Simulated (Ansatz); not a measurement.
```xyz
4

Ga    0.001    0.000    0.000
H    -0.654   -1.167    0.819
H     0.990    0.992    0.703
H    -0.336    0.175   -1.522
```

Charge 0, multiplicity 1.

Task: List the CAM-B3LYP/def2-TZVPP orbital energies in eV (Ansatz 0.2.0). (Estimate.)

Result: Computed: Occupied: -10139.69, -1251.36, -1108.68, -1108.54, -1108.54, -151.64, -105.18, -104.83, -104.83, -24.95, -24.78, -24.78, -24.61, -24.61, -14.43, -10.01, -10.01. Lowest empty: -0.96, 2.14, 2.78, 2.78, 4.96, 5.76, 5.76, 6.26.
